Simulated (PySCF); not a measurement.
C3H6OSe, SMILES C(=O)[Se]CC. Atoms are numbered in the order given.

```xyz
11

C     -2.3163     0.2467     0.8769
C     -1.1407    -0.7090     0.8799
Se     0.1394    -0.3976    -0.5642
C      1.2443     0.8417     0.4003
O      2.1935     1.4005    -0.0547
H     -3.0136     0.0013     1.6945
H     -1.9874     1.2880     1.0125
H     -2.8722     0.1957    -0.0711
H     -1.4618    -1.7542     0.7616
H     -0.5708    -0.6590     1.8217
H      0.8925     0.9662     1.4581
```

Geometry optimised at PBE0-D3(BJ)/def2-SVP. This is a generated structure with no PubChem entry under its InChIKey; it may be hypothetical. One conformer was computed; it need not be the lowest.

These are B3LYP/pcSseg-1 run with PySCF values and carry that method's errors.

GIAO shieldings, no solvent; atoms listed in one row are averaged. δ = σ(ref) − σ: ¹³C against TMS (σ = 181.3 ppm); ⁷⁷Se against Me2Se (σ = 1647.9 ppm); ¹⁷O against H2O (σ = 333.8 ppm); ¹H against TMS (σ = 31.68 ppm), references at their B3LYP-D3(BJ)/def2-TZVP geometries, non-relativistic.

| nucleus | atoms | count | δ (ppm) |
|---|---|---|---|
| ¹³C | C4 | 1 | 209.4 |
| ¹³C | C2 | 1 | 31.0 |
| ¹³C | C1 | 1 | 23.9 |
| ⁷⁷Se | Se3 | 1 | 562.0 |
| ¹⁷O | O5 | 1 | 690.7 |
| ¹H | H11 | 1 | 10.86 |
| ¹H | H9 | 1 | 3.05 |
| ¹H | H10 | 1 | 2.90 |
| ¹H | H6, H7, H8 | 3 | 1.71 |
